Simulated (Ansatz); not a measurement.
Consider the hydrogenolysis of a C–Si bond: `O[SiH2]C(F)F` + H₂ → difluoromethane + silanol.

Calculated with Ansatz (gas phase, PBE0-D4/def2-TZVP geometries, no zero-point term in ΔE). CCSD(T)/CBS is the MP2 limit (def2-TZVPP, def2-QZVPP) plus CCSD(T) − MP2 in def2-TZVPP, frozen cores. This one scheme is used for every species. DFT in def2-TZVPP. B3LYP here is the variant with VWN-RPA as its local correlation; programs differ in this. Each species was taken in one conformer, which may not be the lowest.

| level | ΔE (kJ/mol) | difference from CCSD(T)/CBS |
| --- | --- | --- |
| PBE-D4 | -36.8 | 8.2 |
| r2SCAN-D4 | -39.3 | 5.7 |
| B3LYP-D4 | -43.0 | 2.0 |
| ωB97X-V | -44.2 | 0.8 |
| B2PLYP | -50.1 | -5.1 |
| PBE | -42.2 | 2.8 |
| PBE0 | -50.0 | -5.0 |
| HF/def2-TZVPP | -73.9 | -28.9 |
| CCSD/def2-TZVPP | -54.3 | -9.3 |
| CCSD(T)/def2-TZVPP | -49.4 | -4.4 |
| HF/def2-QZVPP | -74.0 | -29.0 |
| MP2/def2-QZVPP | -45.5 | -0.5 |
| SCS-MP2/def2-QZVPP | -50.0 | -5.0 |
| HF/CBS(def2) | -74.0 | -29.0 |
| MP2/CBS(def2) | -43.5 | 1.5 |
| CCSD/CBS(def2) | -49.8 | -4.8 |
| CCSD(T)/CBS | -45.0 | 0 |

Largest T1 diagnostic among the species: 0.012.

The D4 term adds +8.5 kJ/mol with B3LYP and +4.6 kJ/mol with PBE0; it sums over pairs of atoms, weighted by their polarisabilities, and B3LYP, whose exchange is more repulsive, gets the larger term. From PBE to PBE0 (25 % exact exchange), in def2-TZVPP and without D4, ΔE moves by −7.8 kJ/mol.
